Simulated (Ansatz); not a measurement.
C3H6OSi can be A, `[SiH3]C1=CCO1`, or B, `C=C1OC1[SiH3]`.

Computed with Ansatz on PBE0-D4/def2-TZVP structures; ΔE is electronic, products minus reactants. CBS: MP2 limit from def2 TZ/QZ plus the TZ coupled-cluster correction, frozen cores. Functionals use def2-TZVPP. B3LYP here is the variant with VWN-RPA as its local correlation; programs differ in this.

A:

```xyz
11

Si   -0.372   -0.899    1.697
C    -0.014   -0.087    0.057
C     0.113    1.150   -0.446
C     0.381    0.509   -1.772
O     0.223   -0.786   -1.126
H    -1.602   -1.726    1.604
H     0.764   -1.765    2.102
H    -0.562    0.191    2.685
H     0.050    2.155   -0.066
H     1.388    0.614   -2.184
H    -0.370    0.643   -2.553
```

B:

```xyz
11

C    -1.923    0.492    0.925
C    -1.030    0.364   -0.030
O    -0.929   -0.115   -1.279
C     0.268    0.488   -0.627
Si    1.651   -0.721   -0.226
H    -2.939    0.145    0.785
H    -1.644    0.953    1.862
H     0.518    1.461   -1.051
H     1.050   -1.956    0.329
H     2.553   -0.085    0.769
H     2.424   -1.025   -1.458
```

(1) Which isomer does CCSD(T)/CBS put lower? Give the gap. (Best estimate.)

(2) Give E(B) − E(A) in kcal/mol with CCSD(T)/def2-TZVPP, ωB97M-V, HF/def2-TZVPP, MP2/def2-TZVPP, CCSD/def2-TZVPP, B3LYP, r2SCAN-D4. (An estimate is asked.)

Largest T1 diagnostic: 0.014.

## Answers

(1) Computed: A, by 5.4 kcal/mol.

(2) The calculation gave: CCSD(T)/def2-TZVPP 5.1, ωB97M-V 4.2, HF/def2-TZVPP 4.3, MP2/def2-TZVPP 5.0, CCSD/def2-TZVPP 5.0, B3LYP 2.9, r2SCAN-D4 2.4. None reverses the order clearly.

From PBE to PBE0 (25 % exact exchange), in def2-TZVPP and without D4, E(B) − E(A) moves by +1.1 kcal/mol.
